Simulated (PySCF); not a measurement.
CH₁₁NSi₄, SMILES N[SiH2][SiH]1[SiH2]C[SiH2]1.

Coordinates come from a PBE-D3(BJ)/def2-SVP optimisation. This is a generated structure with no PubChem entry under its InChIKey; it may be hypothetical. Other conformers were not sampled.

Two levels are set side by side: TDA-PBE/def2-SVPD (PySCF) and TDA-PBE0/def2-SVPD (PySCF). Vertical, same geometry. The lowest singlet is HOMO→LUMO 96 % with PBE and HOMO−1→LUMO 79 % with the other functional; states are paired by order. Differences are taken from unrounded values.

| quantity | TDA-PBE |
|---|---|
| lowest singlet excitation (eV) | 4.73 |
| lowest triplet excitation (TDA) (eV) | 4.47 |
| first bright state (f over 0.05) (eV) | 5.13 |
| its oscillator strength | 0.07 |

### Question
These are the TDA-PBE values. What does TDA-PBE0 give? (Estimate from the structure and the level; the computed values follow.)

### Answer

```csv
quantity,TDA-PBE0,TDA-PBE minus TDA-PBE0
lowest singlet excitation (eV),5.45,-0.72
lowest triplet excitation (TDA) (eV),4.77,-0.30
first bright state (f over 0.05) (eV),5.65,-0.52
its oscillator strength,0.06,0.02
```

A lower first singlet is the usual sign of a functional without exact exchange. Differences between two approximate levels are no errors against the true value.

Rough cost on one machine, each run with all the roots and properties that it gave: TDA-PBE0 against TDA-PBE about 3 times.
